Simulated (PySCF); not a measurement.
C₂H₇OSi, SMILES C[Si](C)O, multiplicity 2. Atoms are numbered in the order given.

```xyz
11

C      1.5321    -0.8677    -0.0612
Si    -0.0034     0.1224     0.4141
C     -1.5732    -0.8321    -0.0767
O      0.1296     1.5780    -0.4539
H      2.4611    -0.3238     0.2007
H      1.5427    -1.8470     0.4584
H      1.5378    -1.0532    -1.1575
H     -1.5625    -1.0478    -1.1679
H     -2.5000    -0.2694     0.1556
H     -1.6197    -1.7974     0.4682
H     -0.6025     2.1997    -0.2956
```
Charge 0, spin multiplicity 2.

Coordinates come from a PBE-D3(BJ)/def2-SVP optimisation. The isomer is the one that the SMILES or the coordinates give; other isomers of the formula were not compared. The values are those of a single conformer.

The numbers are results of B3LYP/pcH-1 run with PySCF, not measurements.

Unrestricted Kohn–Sham, ⟨S²⟩ = 0.751. Hyperfine tensors hold the contact and dipolar terms, without spin-orbit corrections.

Estimate the hyperfine couplings. (Estimate from the structure and the level; the computed values follow.)


```tsv
nucleus	A(iso) (MHz)	A(iso) (G)	dipolar principal values (MHz)
13C no. 1	51.8	18.5	-5.6, -5.1, 10.7
29Si no. 2	-564.8	-201.5	-148.2, 73.3, 74.9
13C no. 3	72.5	25.9	-7.2, -6.6, 13.8
17O no. 4	-12.9	-4.6	-36.0, 17.2, 18.8
1H no. 5	0.0	0.0	-4.6, -2.7, 7.3
1H no. 6	-3.5	-1.2	-4.5, -2.3, 6.9
1H no. 7	46.0	16.4	-4.0, -0.3, 4.4
1H no. 8	48.8	17.4	-4.7, -0.3, 5.0
1H no. 9	-1.1	-0.4	-5.3, -2.8, 8.2
1H no. 10	-5.1	-1.8	-5.2, -2.3, 7.6
1H no. 11	-5.2	-1.9	-9.8, -4.1, 13.9
```
